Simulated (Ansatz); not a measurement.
Cost and result for the atomization energy of `C[CH]1[O][Al]1[Br]` (9 atoms, 9 bonds).

```csv
atom,x (Å),y (Å),z (Å)
C1,-1.1555,-0.0121,0.6042
C2,0.2630,0.3768,0.3220
O3,0.4756,0.9361,-1.0498
Al4,1.4613,-0.4365,-0.8872
Br5,2.8832,-1.6166,-2.1263
H6,-1.2308,-0.4718,1.5935
H7,-1.5523,-0.7162,-0.1300
H8,-1.7968,0.8775,0.5961
H9,0.6523,1.0628,1.0776
```

The species carries charge 0 and has multiplicity 1. Correlated methods include outer-core shells of Br, which these sets cover unevenly. Scalar relativity is left out up to krypton. The geometry is a stationary point of PBE0-D4/def2-TZVP. Program: Ansatz. All runs use 4 threads of an Arm Neoverse V1 on a shared host. Times are those of one run each, without the atoms' runs, and a repeat can differ threefold. Electronic energies, without spin–orbit coupling; frozen cores. CCSD(T)/CBS adds CCSD(T) − MP2 in def2-TZVPP to the MP2 limit, and its time is that of the two runs behind it. T1 = 0.012. With those shells the extrapolation isn't a true limit. B3LYP takes the VWN-RPA correlation (the form of Gaussian; ORCA's B3LYP/G).

CCSD(T)/CBS is a level of theory with its own doubt, some kJ/mol a heavy atom from the limit and from the frozen cores, so smaller differences don't rank the functionals.

```json
{"level": "revPBE-D4/def2-TZVPP", "functions": "239", "wall time": "2 s", "atomization (kJ/mol)": "3307.8", "difference from CCSD(T)/CBS": "-20.9", "per bond": "-2.3"}
{"level": "PBE0-D4/def2-TZVPP", "functions": "239", "wall time": "3.4 s", "atomization (kJ/mol)": "3328.8", "difference from CCSD(T)/CBS": "0.1", "per bond": "0.0"}
{"level": "BHLYP-D4/def2-TZVPP", "functions": "239", "wall time": "3.5 s", "atomization (kJ/mol)": "3185.7", "difference from CCSD(T)/CBS": "-143.0", "per bond": "-15.9"}
{"level": "B3LYP-D4/def2-TZVPP (with forces)", "functions": "239", "wall time": "5 s", "atomization (kJ/mol)": "3297.9", "difference from CCSD(T)/CBS": "-30.8", "per bond": "-3.4"}
{"level": "r2SCAN-D4/def2-TZVPP (with forces)", "functions": "239", "wall time": "5.5 s", "atomization (kJ/mol)": "3350.2", "difference from CCSD(T)/CBS": "21.5", "per bond": "2.4"}
{"level": "B2PLYP/def2-TZVPP", "functions": "239", "wall time": "6 s", "atomization (kJ/mol)": "3279.9", "difference from CCSD(T)/CBS": "-48.8", "per bond": "-5.4"}
{"level": "CCSD(T)/def2-SVP", "functions": "112", "wall time": "7 s", "atomization (kJ/mol)": "3135.9", "difference from CCSD(T)/CBS": "-192.8", "per bond": "-21.4"}
{"level": "ωB97X-V/def2-TZVPP", "functions": "239", "wall time": "8.5 s", "atomization (kJ/mol)": "3321.5", "difference from CCSD(T)/CBS": "-7.2", "per bond": "-0.8"}
{"level": "B97M-V/def2-TZVPP", "functions": "239", "wall time": "11 s", "atomization (kJ/mol)": "3331.9", "difference from CCSD(T)/CBS": "3.2", "per bond": "0.4"}
{"level": "ωB97M-V/def2-TZVPP (with forces)", "functions": "239", "wall time": "13 s", "atomization (kJ/mol)": "3321.5", "difference from CCSD(T)/CBS": "-7.2", "per bond": "-0.8"}
{"level": "MP2/def2-QZVPP", "functions": "450", "wall time": "23 s", "atomization (kJ/mol)": "3382.6", "difference from CCSD(T)/CBS": "53.9", "per bond": "6.0"}
{"level": "CCSD(T)/def2-TZVPP", "functions": "239", "wall time": "2.8 min", "atomization (kJ/mol)": "3232.7", "difference from CCSD(T)/CBS": "-96.0", "per bond": "-10.7"}
{"level": "CCSD(T)/CBS(def2)", "functions": "–", "wall time": "3.2 min", "atomization (kJ/mol)": "3328.7", "difference from CCSD(T)/CBS": "0.0", "per bond": "0.0"}
```

In def2-TZVPP, CCSD(T) changes the Hartree–Fock value by +870.6 kJ/mol (the triples alone add +63.1 kJ/mol) and MP2 by +964.0 kJ/mol; breaking electron pairs costs correlation energy, which Hartree–Fock lacks. Leaving LDA and LC-ωPBE aside and taking each functional with its dispersion term where it has one, the values, not all of them listed here, spread over 218.3 kJ/mol, from BHLYP-D4 to PBE-D4. LDA lies +449.5 kJ/mol from PBE without D4, its usual overbinding. From PBE to PBE0 (25 % exact exchange), in def2-TZVPP and without D4, the atomization energy moves by −72.4 kJ/mol: exact exchange takes away binding that semilocal exchange gives to molecules.
